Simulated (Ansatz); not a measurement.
One change: `CC(C)[O][Sn][F]` becomes `CC(C)[O][Sn][OH]`.

Ansatz, PBE0-D4/def2-TZVP geometries, multiplicity 1. Each molecule was computed in one conformer, which needn't be the lowest.

Elements past krypton have def2 core potentials.

| property | `CC(C)[O][Sn][F]` |
| --- | --- |
| size of the dipole moment (B3LYP/def2-TZVPP) / D | 1.67 |
| HOMO energy (PBE/def2-TZVPP) / eV | -6.31 |
| HOMO energy (ωB97M-V/def2-TZVPP) / eV | -9.91 |
| size of the dipole moment (ωB97M-V/def2-TZVPP) / D | 1.66 |
| HOMO energy (PBE0/def2-TZVPP) / eV | -7.65 |
| LUMO energy (PBE0/def2-TZVPP) / eV | -2.25 |

Question: Give the same properties after the change, and the shifts. (An estimate is asked.)

Answer: Computed: 
```tsv
property	`CC(C)[O][Sn][OH]`	shift
size of the dipole moment (B3LYP/def2-TZVPP) / D	1.03	-0.64
HOMO energy (PBE/def2-TZVPP) / eV	-6.20	0.11
HOMO energy (ωB97M-V/def2-TZVPP) / eV	-9.86	0.05
size of the dipole moment (ωB97M-V/def2-TZVPP) / D	0.99	-0.67
HOMO energy (PBE0/def2-TZVPP) / eV	-7.59	0.06
LUMO energy (PBE0/def2-TZVPP) / eV	-1.82	0.43
```

With PBE0 the HOMO rises by 0.06 eV and the LUMO rises by 0.43 eV, so the gap widens by about 0.37 eV. PBE moves the HOMO by 0.11 eV and ωB97M-V by 0.05 eV. Dipoles are sizes alone; their direction can turn.

B3LYP here is the variant with VWN-RPA as its local correlation; programs differ in this.
